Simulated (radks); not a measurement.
Species: the molybdenum ion Mo38+. Configuration: [He] 2s2. All-electron calculation, scalar-relativistic Kohn-Sham, PBE, spin-unpolarised, spherical densities, point nucleus. Program: a radial shooting solver on a logarithmic mesh with Libxc functionals.

Unscreened Slater integrals over Kohn-Sham orbitals (cm^-1).

integral,value
"F0(2s,2s)",1380400
"F0(2s,1s)",1935700
"G0(2s,1s)",198550
"F0(1s,1s)",5907200
